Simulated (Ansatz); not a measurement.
Cost and result for the atomization energy of `[Br+]1[InH2-][Br+][InH2-]1` (8 atoms, 8 bonds).

Charge 0, multiplicity 1. Correlated methods include outer-core shells of Br, In, which these sets cover unevenly. Scalar relativity is left out up to krypton. In: def2 effective core potential. All single points use the PBE0-D4/def2-TZVP geometry. Program: Ansatz. Hardware: A = 2 threads of an AMD EPYC 7R13 on a shared host; B = 2 threads of an AMD EPYC 7R13 on a shared host and a share of an NVIDIA H100 80 GB. Times are those of one run each, without the atoms' runs, and a repeat can differ threefold. Electronic energies, without spin–orbit coupling; frozen cores. CCSD(T)/CBS adds CCSD(T) − MP2 in def2-TZVPP to the MP2 limit, and its time is that of the two runs behind it. T1 = 0.012. With those shells the extrapolation isn't a true limit. B3LYP takes the VWN-RPA correlation (the form of Gaussian; ORCA's B3LYP/G).

CCSD(T)/CBS is a level of theory with its own doubt, some kJ/mol a heavy atom from the limit and from the frozen cores, so smaller differences don't rank the functionals.

```tsv
level	functions	wall time
revPBE-D4/def2-TZVPP [A]	252	7 s
CCSD(T)/def2-SVP [B]	136	8 s
BLYP-D4/def2-TZVPP [A]	252	9 s
PBE-D4/def2-TZVPP (with forces) [A]	252	9.6 s
MP2/def2-QZVPP [B]	462	12 s
PBE0-D4/def2-TZVPP [A]	252	14 s
CCSD(T)/def2-TZVPP [B]	252	14 s
BHLYP-D4/def2-TZVPP [A]	252	16 s
B3LYP-D4/def2-TZVPP (with forces) [A]	252	20 s
CAM-B3LYP-D4/def2-TZVPP [A]	252	20 s
CCSD(T)/CBS(def2)	–	26 s
B2PLYP/def2-TZVPP [A]	252	30 s
PBE-QIDH/def2-TZVPP [A]	252	32 s
```

**Question.** What atomization energy does each give, and how far from CCSD(T)/CBS? (Best estimate.)

**Answer.** Ansatz gave: 
```
                                level  atomization (kcal/mol)  difference from CCSD(T)/CBS  per bond
             revPBE-D4/def2-TZVPP [A]                   390.3                        -33.1      -4.1
                 CCSD(T)/def2-SVP [B]                   386.8                        -36.6      -4.6
               BLYP-D4/def2-TZVPP [A]                   391.4                        -32.0      -4.0
  PBE-D4/def2-TZVPP (with forces) [A]                   403.0                        -20.4      -2.6
                   MP2/def2-QZVPP [B]                   411.5                        -11.9      -1.5
               PBE0-D4/def2-TZVPP [A]                   405.3                        -18.1      -2.3
               CCSD(T)/def2-TZVPP [B]                   406.8                        -16.6      -2.1
              BHLYP-D4/def2-TZVPP [A]                   402.8                        -20.6      -2.6
B3LYP-D4/def2-TZVPP (with forces) [A]                   400.6                        -22.8      -2.9
          CAM-B3LYP-D4/def2-TZVPP [A]                   406.8                        -16.6      -2.1
                    CCSD(T)/CBS(def2)                   423.4                          0.0       0.0
                B2PLYP/def2-TZVPP [A]                   396.5                        -26.9      -3.4
              PBE-QIDH/def2-TZVPP [A]                   408.9                        -14.5      -1.8
```

The D4 term adds +10.4 kcal/mol with B3LYP and +5.5 kcal/mol with PBE0; it sums over pairs of atoms, weighted by their polarisabilities, and B3LYP, whose exchange is more repulsive, gets the larger term. From BLYP to BHLYP (50 % exact exchange), in def2-TZVPP and without D4, the atomization energy moves by +12.9 kcal/mol. In def2-TZVPP, CCSD(T) changes the Hartree–Fock value by +104.7 kcal/mol (the triples alone add +6.5 kcal/mol) and MP2 by +99.7 kcal/mol; breaking electron pairs costs correlation energy, which Hartree–Fock lacks.

Spin–orbit coupling would lower the free In atoms strongly, and the atomization energy with them, by more than many differences here.
